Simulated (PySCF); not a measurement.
Species: C5H8NO2 (charge -1).
Geometry (GFN2-xTB, Å), atoms numbered from 1 in this order:
```
atom  x, y, z in Å
C1    -1.8332   -0.8117   -0.0733
C2    -1.0202    0.3190    0.5524
C3     0.3561    0.4584   -0.0832
C4     1.2332   -0.6764    0.1396
N5     1.9702   -1.1778   -0.7713
C6     1.0912    1.7402    0.6880
O7     1.4812    2.6091   -0.0776
O8     1.1079    1.6465    1.9085
H9    -1.9819   -0.6264   -1.1359
H10   -2.8105   -0.9024    0.4033
H11   -1.3057   -1.7582    0.0306
H12   -1.5636    1.2618    0.4402
H13   -0.8894    0.1394    1.6226
H14    0.3007    0.7175   -1.1416
H15    1.2551   -1.0231    1.1874
H16    2.6012   -1.9069   -0.4335
```

Computed at B3LYP/pcJ-1 (PySCF, non-relativistic), with Q(14N) = 0.02044 b, Q(17O) = −0.0256 b: N5, 14N (I = 1): χzz = -4.295 MHz, η = 0.023; O7, 17O (I = 5/2): χzz = 8.055 MHz, η = 0.324; O8, 17O (I = 5/2): χzz = 7.763 MHz, η = 0.404.

Problem. Where would the pure quadrupole (NQR) lines of 14N at N5 fall for the rigid, isolated species?

Solution. From ν± = (3/4)|χ|(1 ± η/3) and ν0 = |χ|η/2: ν+ 3.245 MHz, ν− 3.197 MHz, ν0 0.048 MHz (imine nitrogen).

Problem. Find the zero-field quadrupole resonance frequencies of 17O at O7.

Solution. From the eigenvalues of H = χ/[4I(2I − 1)] × [3Iz² − I(I + 1) + η(Ix² − Iy²)], steps between neighbouring levels, labelled as for η = 0: ±1/2↔±3/2 1.339 MHz, ±3/2↔±5/2 2.369 MHz (carboxylate oxygen).

Problem. Find the zero-field quadrupole resonance frequencies of 17O at O8.

Solution. From the eigenvalues of H = χ/[4I(2I − 1)] × [3Iz² − I(I + 1) + η(Ix² − Iy²)], steps between neighbouring levels, labelled as for η = 0: ±1/2↔±3/2 1.355 MHz, ±3/2↔±5/2 2.260 MHz (carboxylate oxygen).

In a crystal, neighbours and librations shift these lines. The pcJ-1 basis has no diffuse functions, a weakness for an anion. GFN2-xTB bond lengths can be off by several hundredths of an ångström, more for odd bonds, and the gradients follow them. These gradients aren't converged with respect to the basis.

One conformer stands for the species.
